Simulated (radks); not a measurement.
Species: Te4.5+. Configuration: [Kr] 4d10 5p(up 0.5, down 0.5) 5s(up 0.5, down 0) (fractional occupations, a model configuration). Method: scalar-relativistic Kohn-Sham, PBE, spin-polarised, spherical densities, finite nucleus; Fermi nuclear charge, rms radius 4.7423 fm; computed with a radial shooting solver on a logarithmic mesh with Libxc functionals.

Unscreened Slater integrals over Kohn-Sham orbitals (eV). They are taken over the spin-up orbitals.

integral,value
"F0(5p,5p)",11.772
"F2(5p,5p)",6.4400
"F0(5p,5s)",12.460
"G1(5p,5s)",8.4081
"F0(5p,4d)",14.488
"F2(5p,4d)",4.4329
"G1(5p,4d)",1.4660
"G3(5p,4d)",1.3763
"F0(5p,4p)",14.772
"F2(5p,4p)",3.8439
"G0(5p,4p)",0.79081
"G2(5p,4p)",1.0251
"F0(5s,5s)",13.340
"F0(5s,4d)",16.100
"G2(5s,4d)",2.1801
"F0(5s,4p)",16.470
"G1(5s,4p)",1.2734
"F0(4d,4d)",25.703
"F2(4d,4d)",13.034
"F4(4d,4d)",8.6458
"F0(4d,4p)",27.551
"F2(4d,4p)",14.004
"G1(4d,4p)",17.814
"G3(4d,4p)",11.031
"F0(4p,4p)",29.872
"F2(4p,4p)",15.695

Derived for the open shells (J is the average intra-shell exchange parameter used in DFT+U). 5p: J = F2/5 = 1.288 eV.
